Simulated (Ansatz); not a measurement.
Start from `C[CH2][Ga]([OH])[F]` and change one atom or group to get `[OH][Ga]([F])[F]`.

Ansatz, PBE0-D4/def2-TZVP geometries, multiplicity 1. Each molecule was computed in one conformer, which needn't be the lowest.

Scalar relativity is left out up to krypton.

```csv
property,`C[CH2][Ga]([OH])[F]`
HOMO energy (PBE0/def2-TZVPP) / eV,-8.37
LUMO energy (B3LYP/def2-TZVPP) / eV,-0.84
LUMO energy (ωB97M-V/def2-TZVPP) / eV,1.18
HOMO–LUMO gap (ωB97M-V/def2-TZVPP) / eV,11.79
HOMO–LUMO gap (B3LYP/def2-TZVPP) / eV,7.32
HOMO–LUMO gap (PBE/def2-TZVPP) / eV,5.63
```

Problem. Give the same properties after the change, and the shifts. (An estimate is asked.)

Solution. The calculation gave: 
| property | `[OH][Ga]([F])[F]` | shift |
| --- | --- | --- |
| HOMO energy (PBE0/def2-TZVPP) / eV | -9.99 | -1.62 |
| LUMO energy (B3LYP/def2-TZVPP) / eV | -2.20 | -1.36 |
| LUMO energy (ωB97M-V/def2-TZVPP) / eV | 0.12 | -1.06 |
| HOMO–LUMO gap (ωB97M-V/def2-TZVPP) / eV | 12.61 | 0.82 |
| HOMO–LUMO gap (B3LYP/def2-TZVPP) / eV | 7.53 | 0.21 |
| HOMO–LUMO gap (PBE/def2-TZVPP) / eV | 5.46 | -0.17 |

With PBE0 the HOMO falls by 1.62 eV and the LUMO falls by 1.31 eV, so the gap widens by about 0.31 eV. PBE moves the HOMO by -1.24 eV and ωB97M-V by -1.88 eV. The zero-point energy changes by -164.9 kJ/mol with -18 modes.

B3LYP here is the variant with VWN-RPA as its local correlation; programs differ in this.
